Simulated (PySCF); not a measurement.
Isomers of C6H11FO2Si, mass 162.051 u with the commonest isotopes. Level of theory: PBE0/pcSseg-1 in PySCF (dipole) on a GFN2-xTB geometry, gas phase. One conformer each, none proved a minimum here; rigid rotors.

Task: Order these by dipole moment, largest first.
A. `[CH3:1][C@:2]1([SiH2:3][F:4])[CH2:5][C@H:6]([O:7][CH:8]=[O:9])[CH2:10]1` with C1–C2–Si3–F4 179°, C5–C6–O7–C8 119°, C6–O7–C8–O9 0°, C1–C2–C5–C6 -128°, C2–C5–C6–O7 129°, C5–C6–C10–C2 -12°, C1–C2–C10–C6 128°
B. `[CH3:1][CH2:2][CH2:3][C:4]1=[C:5]([O:6][SiH2:7][OH:8])[C@H:9]1[F:10]` with C1–C2–C3–C4 67°, C2–C3–C4–C5 -140°, C4–C5–O6–Si7 172°, C5–O6–Si7–O8 175°, O6–Si7–O8–H 34°
C. `[CH3:1][O:2][CH2:3][Si@@H:4]1[CH2:5][O:6][CH:7]=[CH:8][C@@H:9]1[F:10]` with C1–O2–C3–Si4 177°, O2–C3–Si4–C5 -62°, C3–Si4–C5–O6 -168°, Si4–C5–O6–C7 41°, C5–O6–C7–C8 -13°, C7–C8–C9–F10 100°

Result: A (3.90 D), B (1.99 D), C (1.61 D).

Task: Order these by radius of gyration √(Σ m r²/M), smallest first.
A. `[CH3:1][O:2][CH2:3][Si@@H:4]1[CH2:5][O:6][CH:7]=[CH:8][C@@H:9]1[F:10]` with C1–O2–C3–Si4 177°, O2–C3–Si4–C5 -62°, C3–Si4–C5–O6 -168°, Si4–C5–O6–C7 41°, C5–O6–C7–C8 -13°, C7–C8–C9–F10 100°
B. `[CH3:1][C@:2]1([SiH2:3][F:4])[CH2:5][C@H:6]([O:7][CH:8]=[O:9])[CH2:10]1` with C1–C2–Si3–F4 179°, C5–C6–O7–C8 119°, C6–O7–C8–O9 0°, C1–C2–C5–C6 -128°, C2–C5–C6–O7 129°, C5–C6–C10–C2 -12°, C1–C2–C10–C6 128°
C. `[CH3:1][CH2:2][CH2:3][C:4]1=[C:5]([O:6][SiH2:7][OH:8])[C@H:9]1[F:10]` with C1–C2–C3–C4 67°, C2–C3–C4–C5 -140°, C4–C5–O6–Si7 172°, C5–O6–Si7–O8 175°, O6–Si7–O8–H 34°

Result: A (2.421 Å), B (2.454 Å), C (2.714 Å).

Task: Order these by rotational constant A, smallest first.
A. `[CH3:1][O:2][CH2:3][Si@@H:4]1[CH2:5][O:6][CH:7]=[CH:8][C@@H:9]1[F:10]` with C1–O2–C3–Si4 177°, O2–C3–Si4–C5 -62°, C3–Si4–C5–O6 -168°, Si4–C5–O6–C7 41°, C5–O6–C7–C8 -13°, C7–C8–C9–F10 100°
B. `[CH3:1][C@:2]1([SiH2:3][F:4])[CH2:5][C@H:6]([O:7][CH:8]=[O:9])[CH2:10]1` with C1–C2–Si3–F4 179°, C5–C6–O7–C8 119°, C6–O7–C8–O9 0°, C1–C2–C5–C6 -128°, C2–C5–C6–O7 129°, C5–C6–C10–C2 -12°, C1–C2–C10–C6 128°
C. `[CH3:1][CH2:2][CH2:3][C:4]1=[C:5]([O:6][SiH2:7][OH:8])[C@H:9]1[F:10]` with C1–C2–C3–C4 67°, C2–C3–C4–C5 -140°, C4–C5–O6–Si7 172°, C5–O6–Si7–O8 175°, O6–Si7–O8–H 34°

Result: B (1934 MHz), A (2055 MHz), C (2368 MHz).

```tsv
SMILES	point group	Ia (u·Å²)	Ib (u·Å²)	Ic (u·Å²)	κ	μa (D)	μb (D)	μc (D)
COC[Si@@H]1COC=C[C@@H]1F	C1	245.94	748.77	904.93	-0.84	1.50	0.32	0.48
C[C@]1([SiH2]F)C[C@H](OC=O)C1	C1	261.37	759.84	930.33	-0.82	1.95	3.38	0.08
CCCC1=C(O[SiH2]O)[C@H]1F	C1	213.46	1046.61	1126.45	-0.96	0.14	1.97	0.26
```
